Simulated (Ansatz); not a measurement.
Cost and result for the atomization energy of `P[SeH]` (5 atoms, 4 bonds).

```xyz
5

P    -0.237    0.395    0.724
Se    0.449   -0.427   -1.269
H     0.434   -0.557    1.535
H    -1.466   -0.313    0.781
H     0.819    0.901   -1.772
```

The species carries charge 0 and has multiplicity 1. Correlated methods include outer-core shells of Se, which these sets cover unevenly. Scalar relativity is left out up to krypton. All single points use the PBE0-D4/def2-TZVP geometry. Program: Ansatz. All runs use 2 threads of an Intel Xeon Platinum 8259CL on a shared host. Times are those of one run each, without the atoms' runs, and a repeat can differ threefold. Electronic energies, without spin–orbit coupling; frozen cores. CCSD(T)/CBS adds CCSD(T) − MP2 in def2-TZVPP to the MP2 limit, and its time is that of the two runs behind it. T1 = 0.010. With those shells the extrapolation isn't a true limit. HSE06 is the plane-wave form, built on full-range PBE exchange.

CCSD(T)/CBS is a level of theory with its own doubt, some kJ/mol a heavy atom from the limit and from the frozen cores, so smaller differences don't rank the functionals.

```csv
level,functions,wall time
LDA (SPW92)/def2-TZVPP,132,0.85 s
BLYP-D4/def2-TZVPP,132,1.2 s
CCSD(T)/def2-SVP,65,1.2 s
PBE0-D4/def2-TZVPP,132,1.6 s
BHLYP-D4/def2-TZVPP,132,2 s
HSE06-D4/def2-TZVPP,132,2.4 s
CAM-B3LYP-D4/def2-TZVPP,132,2.4 s
r2SCANh-D4/def2-TZVPP,132,2.5 s
r2SCAN-D4/def2-TZVPP (with forces),132,2.8 s
ωB97X-V/def2-TZVPP,132,3.8 s
MP2/def2-QZVPP,249,8.5 s
CCSD(T)/def2-TZVPP,132,10 s
CCSD(T)/CBS(def2),–,19 s
```

**Question.** What atomization energy does each give, and how far from CCSD(T)/CBS? (Best estimate.)

**Answer.** Computed: 
| level | atomization (kcal/mol) | difference from CCSD(T)/CBS | per bond |
| --- | --- | --- | --- |
| LDA (SPW92)/def2-TZVPP | 343.8 | 46.3 | 11.6 |
| BLYP-D4/def2-TZVPP | 298.9 | 1.4 | 0.3 |
| CCSD(T)/def2-SVP | 264.3 | -33.2 | -8.3 |
| PBE0-D4/def2-TZVPP | 294.3 | -3.2 | -0.8 |
| BHLYP-D4/def2-TZVPP | 290.0 | -7.5 | -1.9 |
| HSE06-D4/def2-TZVPP | 294.4 | -3.1 | -0.8 |
| CAM-B3LYP-D4/def2-TZVPP | 296.8 | -0.7 | -0.2 |
| r2SCANh-D4/def2-TZVPP | 294.5 | -3.0 | -0.8 |
| r2SCAN-D4/def2-TZVPP (with forces) | 296.6 | -0.9 | -0.2 |
| ωB97X-V/def2-TZVPP | 301.7 | 4.2 | 1.0 |
| MP2/def2-QZVPP | 287.4 | -10.1 | -2.5 |
| CCSD(T)/def2-TZVPP | 285.8 | -11.7 | -2.9 |
| CCSD(T)/CBS(def2) | 297.5 | 0.0 | 0.0 |

From BLYP to BHLYP (50 % exact exchange), in def2-TZVPP and without D4, the atomization energy moves by −7.1 kcal/mol: exact exchange takes away binding that semilocal exchange gives to molecules. The D4 term adds +3.5 kcal/mol with B3LYP and +1.8 kcal/mol with PBE0; it sums over pairs of atoms, weighted by their polarisabilities, and B3LYP, whose exchange is more repulsive, gets the larger term. At CCSD(T), def2-SVP lies −33.2 kcal/mol from the extrapolated value and def2-TZVPP −11.8 kcal/mol: correlation converges slowly with the basis, and small sets miss more of it in the bonded molecule than in its fragments.

B3LYP here is the variant with VWN-RPA as its local correlation; programs differ in this.
